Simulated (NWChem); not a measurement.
sulfur difluoride (SF2); SMILES S(F)F

Results from NWChem. Coordinates come from a PBE-D3(BJ)/def2-SVP optimisation. Computed dipoles belong to the equilibrium geometry; the measured one is vibrationally averaged.

Measured dipole moment: 1.05 D (NIST CCCBDB, as tabulated in the package chemicals).

```tsv
level	dipole moment (D)	computed − measured
Hartree-Fock/3-21G	?	?
Hartree-Fock/pcseg-1	2.01	+0.96
Hartree-Fock/aug-pcseg-1	1.60	+0.55
Hartree-Fock/pcseg-2	1.79	+0.74
Hartree-Fock/def2-TZVPP	?	?
Hartree-Fock/def2-QZVP	1.59	+0.54
```

Question: Fill in the missing entries.

Answer: 
- Hartree-Fock/def2-TZVPP, dipole moment (D): 1.69
- Hartree-Fock/def2-TZVPP, computed − measured: +0.64
- Hartree-Fock/3-21G, dipole moment (D): 1.99
- Hartree-Fock/3-21G, computed − measured: +0.94
